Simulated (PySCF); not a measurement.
# What a mistake does to a calculation on ClH4NSi2

All numbers below are calculated, not measured. The program is PySCF 2.14.0, an open-source quantum chemistry code, run on an isolated molecule that a program drew, which may never have been made. The molecule is ClH4NSi2 (charge 0, singlet), drawn as the SMILES string `[SiH3]N[Si]Cl`.

Each row is a Hartree-Fock (HF) and frozen-core CCSD(T) single point in the cc-pV(D+d)Z basis, meant for a local HF minimum. Run 1 is clean. Each other run has one planted mistake out of seven kinds, and not every kind appears here: one electron removed, one electron added, multiplicity raised by two, geometry at a saddle point, minimal basis STO-3G, one bond length entered in bohr, all coordinates scaled. The reference is restricted for singlets and unrestricted otherwise, and also for a bond in bohr. Adding or removing an electron swaps singlet and doublet. Electrons count all cores. HOMO and LUMO are orbital energies over both spins, the gradient is its largest component, and the lowest frequency (negative if imaginary) is given only where the gradient is small. Bond lengths are over the 7 bonds as drawn. T1 is the CCSD diagnostic: over 0.02 (restricted) or 0.045 (unrestricted) a single reference is doubtful.

Geometry of the clean run:
```xyz
8
ClH4NSi2, angstrom
Si   -0.4402    0.1460   -0.0776
N    -1.2274   -0.7639   -1.3693
Si   -0.9052   -1.0507   -3.0218
Cl    0.8936    0.0649   -3.2327
H     0.9123   -0.3741    0.1967
H    -1.2892   -0.0389    1.1208
H    -0.3624    1.5819   -0.4051
H    -2.0710   -1.2275   -1.0673
```

```
run  electrons  basis functions  <S^2>  HOMO (eV)  LUMO (eV)  gradient (hartree/bohr)  lowest frequency (cm^-1)  mean bond (Å)  longest bond (Å)      T1  HF (hartree)  CCSD(T) (hartree)                     mistake
  1         56              103  0.000      -9.62       1.44                  3.6e-05                       129         1.5770             2.127  0.0138   -1094.23546        -1094.79159                    no fault
  2         57              103  0.779      -0.18       8.07                  7.8e-02                         -         1.5770             2.127  0.0158   -1094.21181        -1094.77014          one electron added
  3         55              103  0.766     -16.60      -7.49                  6.4e-02                         -         1.5770             2.127  0.0220   -1093.92172        -1094.45751        one electron removed
  4         56              103  2.005      -7.27      -0.34                  2.8e-02                         -         1.5770             2.127  0.0159   -1094.15501        -1094.68309  multiplicity raised by two
  5         56               36  0.000      -7.08       6.12                  2.7e-02                         -         1.5770             2.127  0.0191   -1081.94075        -1082.10958        minimal basis STO-3G
  6         56              103  1.027      -7.51       1.01                  1.5e-02                         -         1.7940             3.227  0.0190   -1094.11635        -1094.63356                           ?
```

**Which mistake was planted in run 6, and what did it cost?**

The mean bond changes by a factor of 1.138 and the longest by 1.517, so the molecule wasn't scaled as a whole. A length L in bohr read as angstrom grows by (1/0.5292 - 1) L = 0.890 L. The 7 bonds together grew by 7 x 0.2170 = 1.519 Å, which gives L = 1.707 Å. That is bond N2-Si3, 1.708 Å in the clean geometry. So the mistake is: one bond length entered in bohr. Subtracting run 1 and multiplying by 627.51 kcal/mol a hartree, the energy moved by 74.7 kcal/mol in HF and 99.2 kcal/mol in CCSD(T).

Cautions from the logs. Run 2: the added electron raises the CCSD(T) energy, so it isn't bound in this basis.
